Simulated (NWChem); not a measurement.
System: Ga, doublet

NWChem input:

```
start job
memory heap 200 mb stack 900 mb global 1100 mb
geometry units angstroms noautoz
  Ga     0.000000     0.000000     0.000000
end
basis spherical
  Ga library 6-31g*
end
dft
  odft
  mult 2
  xc xctpssh
  iterations 150
  mulliken
end
task dft energy
```

The open p shell is one determinant without spherical averaging. No stability test was run on the SCF state.

Task: Predict the main results of this run. (TPSSh/6-31G* (spherical d), spin-unrestricted.) Quantities: energy (Ha); highest occupied level (eV); lowest empty minus highest occupied level, either spin (eV); <S²>.

Result: 
- energy (Ha) = -1924.51
- highest occupied level (eV) = -3.39
- lowest empty minus highest occupied level, either spin (eV) = 1.12
- <S²> = 0.753
